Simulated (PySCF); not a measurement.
Members of one family of related compounds. Method: PySCF 2.14.0, density-fitted response routines, TDDFT B3LYP/def2-SVPD, vertical, gas phase, core orbitals frozen in the response. Geometries: GFN2-xTB; one conformer of each isolated species. Triplets are in the Tamm–Dancoff approximation. 'Strongest' means the level of largest summed f among the lowest 8 singlets; it needn't be the same kind of state in each.

**Question.** Rank by computed HOMO energy, lowest first.
A. `COC1=CC=PC=C1`
B. `Fc1cccpc1`
C. `p1cccc(OC)c1`
D. `Fc1ccpcc1`

**Answer.** B (-7.17 eV), D (-6.94 eV), C (-6.49 eV), A (-6.23 eV).

```json
{"SMILES": "Fc1cccpc1", "HOMO (eV)": "-7.17", "LUMO (eV)": "-1.92", "first f ≥ 0.01 (nm)": "261", "f (strongest)": "0.42", "f (S1)": "0.015", "α (au)": "80.5", "S1 mainly": "H-1→L (42%)"}
{"SMILES": "Fc1ccpcc1", "HOMO (eV)": "-6.94", "LUMO (eV)": "-1.70", "first f ≥ 0.01 (nm)": "261", "f (strongest)": "0.43", "f (S1)": "0.017", "α (au)": "80.8", "S1 mainly": "H→L+1 (71%)"}
{"SMILES": "COc1cccpc1", "HOMO (eV)": "-6.49", "LUMO (eV)": "-1.56", "first f ≥ 0.01 (nm)": "279", "f (strongest)": "0.36", "f (S1)": "0.038", "α (au)": "99.6", "S1 mainly": "H→L (68%)"}
{"SMILES": "COc1ccpcc1", "HOMO (eV)": "-6.23", "LUMO (eV)": "-1.28", "first f ≥ 0.01 (nm)": "273", "f (strongest)": "0.23", "f (S1)": "0.035", "α (au)": "101.2", "S1 mainly": "H→L+1 (74%)"}
```

H and L stand for HOMO and LUMO.
